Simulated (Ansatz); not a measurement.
C$_{4}$H$_{12}$O$_{4}$Si (SMILES CO[Si](OC)(OC)OC), singlet, geometry from GFN2-xTB. Base run: PBE/STO-3G (Ansatz, an electronic-structure program).

Here is a job for Ansatz.
Ansatz 0.2 input:
```yaml
crystal:
  periodic: [false, false, false]
  atoms:
    - {symbol: C, position_ang: [0.01132832, -2.16832170, -1.64339231]}
    - {symbol: O, position_ang: [-0.15947850, -0.79330200, -1.40874417]}
    - {symbol: Si, position_ang: [0.00000000, 0.00000000, -0.00000000]}
    - {symbol: O, position_ang: [-0.54059093, 1.50681021, -0.27677793]}
    - {symbol: C, position_ang: [-1.72004917, 1.88715583, -0.93944629]}
    - {symbol: O, position_ang: [-0.80554751, -0.88398526, 1.09953848]}
    - {symbol: C, position_ang: [-0.82335663, -0.71038489, 2.49397731]}
    - {symbol: O, position_ang: [1.50561694, 0.17047705, 0.58598362]}
    - {symbol: C, position_ang: [2.53207748, 0.99155076, 0.08886129]}
    - {symbol: H, position_ang: [-0.59501310, -2.75220609, -0.95040072]}
    - {symbol: H, position_ang: [1.05893449, -2.45127740, -1.52070063]}
    - {symbol: H, position_ang: [-0.30351537, -2.36603749, -2.66859220]}
    - {symbol: H, position_ang: [-1.69349030, 2.97103348, -1.05673554]}
    - {symbol: H, position_ang: [-2.59743634, 1.60321196, -0.35449886]}
    - {symbol: H, position_ang: [-1.77920041, 1.40987983, -1.91797425]}
    - {symbol: H, position_ang: [0.19287810, -0.67592774, 2.88753531]}
    - {symbol: H, position_ang: [-1.33613017, 0.21675195, 2.75869686]}
    - {symbol: H, position_ang: [-1.35788789, -1.55923627, 2.92173956]}
    - {symbol: H, position_ang: [2.87463202, 0.63131349, -0.88349737]}
    - {symbol: H, position_ang: [2.18133540, 2.01825400, -0.01916034]}
    - {symbol: H, position_ang: [3.35489356, 0.95424029, 0.80358818]}
basis:
  gaussian:
    orbitals: STO-3G
hamiltonian:
  xc: pbe
```

The base run was repeated with changes; each row names its change, and settings that it needs were set with it.

| change | basis functions | E (Eh) | core-seconds (rough) |
|---|---|---|---|
| base | 61 | -739.93712 | 4 |
| basis = pcseg-0 | 109 | ___ | 5 |
| basis = 6-31G | 109 | ___ | 6 |
| basis = 6-31G* | 163 | -749.44865 | 8 |
| basis = pcseg-1 | 190 | -749.37742 | 8 |
| basis = cc-pVDZ | 190 | ___ | 10 |
| basis = def2-SVP | 190 | -749.03078 | 8 |
| basis = pc-1 | 190 | ___ | 10 |
| basis = cc-pV(D+d)Z | 195 | -749.49007 | 10 |
| basis = 6-31G** | 199 | -749.46377 | 9 |
| basis = 6-311++G** | 291 | -749.62092 | 20 |
| basis = aug-cc-pVDZ | 319 | -749.51220 | 30 |
| basis = aug-pcseg-1 | 319 | -749.41122 | 30 |

Problem. Fill in the missing entries.

Solution. 
- basis = pcseg-0, E (Eh): -747.86060
- basis = 6-31G, E (Eh): -749.22805
- basis = cc-pVDZ, E (Eh): -749.46244
- basis = pc-1, E (Eh): -749.39923

Totals compare only among sets that treat the same electrons; sets with core potentials leave the core out.
